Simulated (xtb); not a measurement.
C$_{4}$H$_{12}$O$_{4}$Ti, triplet, at a GFN2-xTB geometry (such geometries of metal compounds can be far from the true shape) (the multiplicity is a formal guess); GFN2-xTB with ALPB(ch2cl2) run with xtb 6.7.1.

The xtb input:
```
$ xtb mol.xyz --gfn 2 --uhf 2 --alpb ch2cl2 --json

# file mol.xyz
21

Ti     0.20428409     0.01719143     0.18943717
O     -1.57175937     0.20905870     0.43486864
C     -1.71222896     0.89942815     1.63310933
H     -0.90505706     1.65838599     1.73697637
H     -2.68926980     1.40893968     1.65796989
H     -1.64383368     0.20814387     2.49136806
O      0.91106053    -0.81005718    -1.30941650
C      0.09971377    -0.83738829    -2.42374965
H      0.29934767     0.04691736    -3.05934113
H      0.32335633    -1.72874078    -3.03387543
H     -0.97718831    -0.83599539    -2.14945761
O      0.70581010    -1.19491738     1.45638054
C      0.46012773    -2.44463085     0.95879222
H      0.83287232    -2.48166689    -0.09879669
H      1.01062645    -3.20725035     1.53532784
H     -0.62041800    -2.68550771     0.94558554
O      0.77138312     1.73121427     0.00232228
C      0.09178883     2.38925700    -1.00172632
H     -0.96831077     2.05667919    -1.04842929
H      0.12466019     3.47818711    -0.82992120
H      0.55060104     2.18131338    -1.98681744
```

**Question.** What does xtb print? Leave out banner, timings and long lists.

**Answer.** 
```
   ID    Z sym.   atoms
    1   22 Ti     1
    2    8 O      2, 7, 12, 17
    3    6 C      3, 8, 13, 18
    4    1 H      4-6, 9-11, 14-16, 19-21

           -------------------------------------------------
          |                Calculation Setup                |
           -------------------------------------------------

molecular fragmentation (1/2 indicates fragments):
111111111121111122222
# atoms in fragment 1/2:    15     6
 fragment masses (1/2) :      139.96       32.04
CMA distance (Bohr)    :   4.858
constraining FC (au)   :  0.0500

           -------------------------------------------------
          |                 G F N 2 - x T B                 |
           -------------------------------------------------

      * Solvation model:               ALPB
        Solvent                        ch2cl2
        Parameter file                 internal GFN2-xTB/ALPB
        Dielectric constant                8.9300E+00
        Reference state                gsolv [1 M gas/solution]
        Free energy shift                  4.1487E-03 Eh       2.6033E+00 kcal/mol
        Temperature                        2.9815E+02 K
        Density                            1.3300E+00 kg/L
        Solvent mass                       8.4930E+01 g/mol
        Interaction kernel             P16
        Born radius scaling (c1)           1.5691E+00
        Born radii integrator          GBOBC
        Born offset                        0.0000E+00 a0       0.0000E+00 AA
        H-bond correction              false
        Ion screening                  false
        Surface tension                    1.0000E-05 Eh       1.5569E+01 dyn/cm
        Grid points                               230 per atom

          ...................................................
          :                      SETUP                      :
          :.................................................:
          :  # basis functions                  54          :
          :  # atomic orbitals                  53          :
          :  # shells                           31          :
          :  # electrons                        56          :
          :  max. iterations                   250          :
          :  Hamiltonian                  GFN2-xTB          :
          :  restarted?                      false          :
          :  GBSA solvation                   true          :
          :  PC potential                    false          :
          :  electronic temp.          300.0000000     K    :
          :  accuracy                    1.0000000          :
          :  -> integral cutoff          0.2500000E+02      :
          :  -> integral neglect         0.1000000E-07      :
          :  -> SCF convergence          0.1000000E-05 Eh   :
          :  -> wf. convergence          0.1000000E-03 e    :
          :  Broyden damping             0.4000000          :
          :  net charge                          0          :
          :  unpaired electrons                  2          :
          ...................................................

 iter      E             dE          RMSdq      gap      omega  full diag
   1    -32.5496192 -0.325496E+02  0.666E+00    1.00       0.0  T
   2    -32.7996194 -0.250000E+00  0.289E+00    0.82       1.0  T
   3    -32.7872856  0.123338E-01  0.210E+00    0.83       1.0  T
   4    -32.7871810  0.104535E-03  0.145E+00    0.81       1.0  T
   5    -32.7678265  0.193545E-01  0.152E+00    0.82       1.0  T
   6    -32.8181846 -0.503581E-01  0.530E-01    0.82       1.0  T
   7    -32.8214559 -0.327130E-02  0.262E-01    0.82       1.0  T
   8    -32.8210765  0.379364E-03  0.188E-01    0.82       1.0  T
   9    -32.8219006 -0.824118E-03  0.583E-02    0.82       1.0  T
  10    -32.8218336  0.669905E-04  0.615E-02    0.82       1.0  T
  11    -32.8218922 -0.585399E-04  0.244E-02    0.82       1.0  T
  12    -32.8219080 -0.157894E-04  0.565E-03    0.82       3.9  T
  13    -32.8219078  0.188161E-06  0.497E-03    0.82       4.4  T
  14    -32.8219080 -0.254922E-06  0.248E-03    0.82       8.8  T
  15    -32.8219081 -0.983721E-07  0.119E-03    0.82      18.4  T
  16    -32.8219082 -0.290763E-07  0.450E-04    0.82      48.4  T
  17    -32.8219082 -0.103535E-08  0.314E-04    0.82      69.5  T

   *** convergence criteria satisfied after 17 iterations ***

 transition dipole moment (au) for excitation:          28          29
     X       Y       Z
   0.0326   0.0015   0.0539  total (au/Debye):    0.063   0.160
 dE (eV)             :    3.834
 oscillator strength :  0.52736E-03

         :::::::::::::::::::::::::::::::::::::::::::::::::::::
         ::                     SUMMARY                     ::
         :::::::::::::::::::::::::::::::::::::::::::::::::::::
         :: total energy             -32.578972679315 Eh    ::
         :: total w/o Gsasa/hb       -32.566864649689 Eh    ::
         :: gradient norm              0.007235656285 Eh/a0 ::
         :: HOMO-LUMO gap              0.819516606954 eV    ::
         ::.................................................::
         :: SCC energy               -32.821789399237 Eh    ::
         :: -> isotropic ES            0.128146216745 Eh    ::
         :: -> anisotropic ES         -0.000981144132 Eh    ::
         :: -> anisotropic XC          0.001172322320 Eh    ::
         :: -> dispersion             -0.013754805576 Eh    ::
         :: -> Gsolv                  -0.018346543398 Eh    ::
         ::    -> Gelec               -0.006238513772 Eh    ::
         ::    -> Gsasa               -0.016256726987 Eh    ::
         ::    -> Ghb                  0.000000000000 Eh    ::
         ::    -> Gshift               0.004148697361 Eh    ::
         :: repulsion energy           0.242816719922 Eh    ::
         :: add. restraining           0.000000000000 Eh    ::
         :: total charge               0.000000000044 e     ::
         :::::::::::::::::::::::::::::::::::::::::::::::::::::

[...]
        20        2.0000           -0.5081476             -13.8274
        21        2.0000           -0.4247160             -11.5571
        22        2.0000           -0.4127052             -11.2303
        23        2.0000           -0.4071969             -11.0804
        24        2.0000           -0.4045368             -11.0080
        25        1.9999           -0.4024012             -10.9499
        26        1.9971           -0.3990542             -10.8588
        27        1.9892           -0.3978032             -10.8248
        28        1.0138           -0.3894554             -10.5976
        29        1.0000           -0.2485729              -6.7640 (HOMO)
        30        0.0000           -0.2184562              -5.9445 (LUMO)
        31                         -0.1977176              -5.3802
        32                         -0.1907288              -5.1900
        33                         -0.1601646              -4.3583
        34                          0.0309752               0.8429
        35                          0.0590615               1.6071
        36                          0.0772121               2.1010
        37                          0.0990990               2.6966
        38                          0.1316249               3.5817
        39                          0.1389329               3.7806
        40                          0.1503772               4.0920
       ...                                ...                  ...
        53                          1.7555210              47.7702
      -------------------------------------------------------------
                  HL-Gap            0.0301167 Eh            0.8195 eV
             Fermi-level           -0.3135127 Eh           -8.5311 eV

     #   Z          covCN         q      C6AA      α(0)
     1  22 Ti       4.529     0.616    93.509    15.708
     2   8 O        1.577    -0.462    22.147     6.350
     3   6 C        4.132     0.064    19.433     6.261
     4   1 H        0.929     0.084     1.934     2.174
     5   1 H        0.923     0.053     2.286     2.364
     6   1 H        0.923     0.060     2.204     2.322
     7   8 O        1.577    -0.432    21.531     6.261
     8   6 C        3.877     0.061    19.511     6.281
     9   1 H        0.922     0.078     2.003     2.214
    10   1 H        0.923     0.066     2.128     2.281
    11   1 H        0.922     0.074     2.041     2.234
    12   8 O        1.578    -0.420    21.284     6.225
    13   6 C        4.084     0.063    19.451     6.264
    14   1 H        0.922     0.128     1.553     1.949
    15   1 H        0.923     0.066     2.134     2.285
    16   1 H        0.922     0.066     2.133     2.284
    17   8 O        1.578    -0.438    21.643     6.278
    18   6 C        3.998     0.063    19.446     6.265
    19   1 H        0.922     0.088     1.900     2.156
    20   1 H        0.923     0.054     2.267     2.355
    21   1 H        0.922     0.069     2.101     2.267

 Mol. C6AA /au·bohr⁶  :       3958.135662
 Mol. C8AA /au·bohr⁸  :     117336.815666
 Mol. α(0) /au        :         92.777342

Wiberg/Mayer (AO) data.
largest (>0.10) Wiberg bond orders for each atom

 ---------------------------------------------------------------------------
     #   Z sym  total        # sym  WBO       # sym  WBO       # sym  WBO
 ---------------------------------------------------------------------------
     1  22 Ti   3.849 --     2 O    0.810    17 O    0.767    12 O    0.717
                             7 O    0.709     3 C    0.121    13 C    0.106
                            18 C    0.104     8 C    0.103
     2   8 O    2.120 --     3 C    1.029     1 Ti   0.810
     3   6 C    3.973 --     2 O    1.029     5 H    0.961     6 H    0.929
                             4 H    0.876     1 Ti   0.121
     4   1 H    0.991 --     3 C    0.876
     5   1 H    0.996 --     3 C    0.961
     6   1 H    0.993 --     3 C    0.929
     7   8 O    2.161 --     8 C    1.046     1 Ti   0.709
     8   6 C    3.966 --     7 O    1.046    10 H    0.952     9 H    0.910
                            11 H    0.904     1 Ti   0.103
     9   1 H    0.991 --     8 C    0.910
    10   1 H    0.994 --     8 C    0.952
    11   1 H    0.994 --     8 C    0.904
    12   8 O    2.159 --    13 C    1.080     1 Ti   0.717
    13   6 C    3.964 --    12 O    1.080    15 H    0.947    16 H    0.925
                            14 H    0.818     1 Ti   0.106
    14   1 H    0.979 --    13 C    0.818
    15   1 H    0.992 --    13 C    0.947
    16   1 H    0.994 --    13 C    0.925
    17   8 O    2.162 --    18 C    1.045     1 Ti   0.767
    18   6 C    3.967 --    17 O    1.045    20 H    0.962    21 H    0.913
                            19 H    0.883     1 Ti   0.104
    19   1 H    0.990 --    18 C    0.883
    20   1 H    0.996 --    18 C    0.962
    21   1 H    0.989 --    18 C    0.913
 ---------------------------------------------------------------------------

Topologies differ in total number of bonds
Writing topology from bond orders to xtbtopo.mol

molecular dipole:
                 x           y           z       tot (Debye)
 q only:       -0.937      -0.225      -0.976
   full:       -0.858      -0.228      -0.919       3.249
molecular quadrupole (traceless):
                xx          xy          yy          xz          yz          zz
 q only:      -10.789      -3.622       6.668      -1.496      -0.466       4.121
  q+dip:      -10.228      -3.540       6.881      -2.953      -1.273       3.348
   full:      -10.465      -3.349       6.612      -2.682      -1.195       3.852

           -------------------------------------------------
          | TOTAL ENERGY              -32.578972679315 Eh   |
          | GRADIENT NORM               0.007235656285 Eh/α |
          | HOMO-LUMO GAP               0.819516606954 eV   |
           -------------------------------------------------

normal termination of xtb
```
